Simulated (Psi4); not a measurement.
C6H14O3, charge +1, doublet, geometry from GFN2-xTB (a state made from the parent by changing its charge; the spin is typed, not shown lowest); HF/STO-3G (Psi4).

The Psi4 input:
```
memory 2 GB

molecule {
1 2
C    -4.32132609    0.01449925   -0.04354565
O    -3.22889778    0.69226264    0.51524295
C    -2.10930340    0.85781854   -0.26425094
C    -1.13509071   -0.38595611   -0.14193794
O     0.01774253   -0.17247583   -0.87624319
C     1.14268708    0.31211147   -0.23322109
C     2.11135685   -0.87778016    0.16283828
O     3.20096009   -0.42067938    0.86450393
C     4.31950192    0.00323352    0.13363489
H    -5.16697599    0.18838127    0.62079508
H    -4.13208795   -1.06636634   -0.09059802
H    -4.54913894    0.37104555   -1.05301547
H    -2.34242845    0.99461160   -1.32715006
H    -1.57191929    1.73005395    0.12265680
H    -1.64741630   -1.24906372   -0.57893754
H    -0.94146282   -0.54921753    0.92357614
H     0.90894025    0.86537063    0.68260260
H     1.67825947    0.94923610   -0.94430148
H     2.38467079   -1.40525105   -0.75905549
H     1.55262782   -1.54252087    0.83008303
H     4.14053797    0.98422341   -0.32671949
H     5.13726071    0.10048207    0.84674119
H     4.58373998   -0.70740358   -0.65581204
}

set {
  basis sto-3g
  reference uhf
  scf_type pk
  puream true
  d_convergence 1e-8
}

energy('scf')
print_variables()
```

Output, abridged:

```
   => Loading Basis Set <=

    Name: STO-3G
    Role: ORBITAL
    Keyword: BASIS

         ---------------------------------------------------------
                                   SCF
               by Justin Turney, Rob Parrish, Andy Simmonett
                          and Daniel G. A. Smith
                              UHF Reference
         ---------------------------------------------------------

  ==> Geometry <==

    Molecular point group: c1
    Full point group: C1

    Geometry (in Angstrom), charge = 1, multiplicity = 2:

       Center              X                  Y                   Z               Mass
    ------------   -----------------  -----------------  -----------------  -----------------
         C           -4.321070412746     0.012013819825    -0.056172588054    12.000000000000
         O           -3.228642102746     0.689777209825     0.502616011946    15.994914619570
         C           -2.109047722746     0.855333109825    -0.276877878054    12.000000000000
         C           -1.134835032746    -0.388441540175    -0.154564878054    12.000000000000
         O            0.017998207254    -0.174961260175    -0.888870128054    15.994914619570
         C            1.142942757254     0.309626039825    -0.245848028054    12.000000000000
         C            2.111612527254    -0.880265590175     0.150211341946    12.000000000000
         O            3.201215767254    -0.423164810175     0.851876991946    15.994914619570
         C            4.319757597254     0.000748089825     0.121007951946    12.000000000000
         H           -5.166720312746     0.185895839825     0.608168141946     1.007825032230
         H           -4.131832272746    -1.068851770175    -0.103224958054     1.007825032230
         H           -4.548883262746     0.368560119825    -1.065642408054     1.007825032230
         H           -2.342172772746     0.992126169825    -1.339776998054     1.007825032230
         H           -1.571663612746     1.727568519825     0.110029861946     1.007825032230
         H           -1.647160622746    -1.251549150175    -0.591564478054     1.007825032230
         H           -0.941207142746    -0.551702960175     0.910949201946     1.007825032230
         H            0.909195927254     0.862885199825     0.669975661946     1.007825032230
         H            1.678515147254     0.946750669825    -0.956928418054     1.007825032230
[...]
   @UHF iter  18:  -453.87373255681433   -5.68434e-14   1.74371e-08 DIIS
   @UHF iter  19:  -453.87373255681581   -1.47793e-12   1.80152e-09 DIIS
  Energy and wave function converged.

  ==> Post-Iterations <==

   @Spin Contamination Metric:   1.128752032E-02
   @S^2 Expected:                7.500000000E-01
   @S^2 Observed:                7.612875203E-01
   @S   Expected:                5.000000000E-01
   @S   Observed:                5.000000000E-01

    Orbital Energies [Eh]
    ---------------------

    Alpha Occupied:

[...]
      37A     -0.499927

    Alpha Virtual:

[...]
      59A      0.671363

    Beta Occupied:

[...]
    Beta Virtual:

[...]
    Final Occupation by Irrep:
              A
    DOCC [    36 ]
    SOCC [     1 ]
    NA   [    37 ]
    NB   [    36 ]

  @UHF Final Energy:  -453.87373255681581

   => Energetics <=

    Nuclear Repulsion Energy =            474.2329422064100299
    One-Electron Energy =               -1548.2724497217225235
    Two-Electron Energy =                 620.1657749584965131
    Total Energy =                       -453.8737325568158667

  UHF NO Occupations:
  HONO-2 :   35  A 1.9985304
  HONO-1 :   36  A 1.9979338
  HONO-0 :   37  A 1.0000000
  LUNO+0 :   38  A 0.0020662
  LUNO+1 :   39  A 0.0014696
  LUNO+2 :   40  A 0.0009970
  LUNO+3 :   41  A 0.0007834

Computation Completed

Properties will be evaluated at   0.000000,   0.000000,   0.000000 [a0]

Properties computed using the SCF density matrix

 Multipole Moments:

 ------------------------------------------------------------------------------------
     Multipole            Electronic (a.u.)      Nuclear  (a.u.)        Total (a.u.)
 ------------------------------------------------------------------------------------

 L = 1.  Multiply by 2.5417464519 to convert [e a0] to [Debye]
 Dipole X            :         -0.0124140            0.0357536            0.0233396
 Dipole Y            :          0.1206770           -0.3475619           -0.2268849
 Dipole Z            :          0.6130852           -1.7657475           -1.1526623
 Magnitude           :                                                    1.1750114

 ------------------------------------------------------------------------------------

  Variable Map:
  ----------------------------------------------------------------------------
[...]
  Array Variable Map:
  ----------------------------------------------------------------------------
[...]
[...]
```
